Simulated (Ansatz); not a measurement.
Molecule: CAu, net charge 0, doublet state. SMILES: [C][Au]
Geometry from a B3LYP-D3(BJ)/def2-TZVP (Ansatz, a first-principles code) optimisation:
```
Au
C 1 1.8805
```
Charge 0, spin multiplicity 2.

Property: size of the dipole moment, in D. Conventions: 6-31G* and kin with 6d, 5d where marked; def2 sets with scalar-relativistic core potentials past Kr; LANL2DZ with its own core potentials from Na on; UHF or UKS for open shells; no spin-orbit coupling. First-principles rows: single points at B3LYP-D3(BJ) geometries (Ansatz). The spin state of an ion or metal species was assumed, not searched.

| level | program | size of the dipole moment (D) |
|---|---|---|
| SVWN5/6-31G* with LANL2DZ past Ar | Ansatz | 0.94 |
| PBE/LANL2DZ | Ansatz | 1.62 |
| PBE/def2-SVP | Ansatz | 1.47 |
| PBE/6-31G* with LANL2DZ past Ar | Ansatz | 1.09 |
| BLYP/6-31G* with LANL2DZ past Ar | Ansatz | 0.92 |
| B3LYP/LANL2DZ | Ansatz | 1.75 |
| B3LYP/def2-SVP | Ansatz | 1.59 |
| B3LYP/6-31G* with LANL2DZ past Ar | Ansatz | 1.21 |
| PBE0/6-31G* with LANL2DZ past Ar | Ansatz | 1.45 |

No value to compare with is used here. The 9 habitual levels span 0.92 (BLYP/6-31G* with LANL2DZ past Ar) to 1.75 D (B3LYP/LANL2DZ).

The levels are drawn from those run, B3LYP/6-31G* more often than the rest, none by its result; left out are runs that failed, that the program found above a lower state of the same kind, or whose <S^2> lies over 0.5 above the pure value.
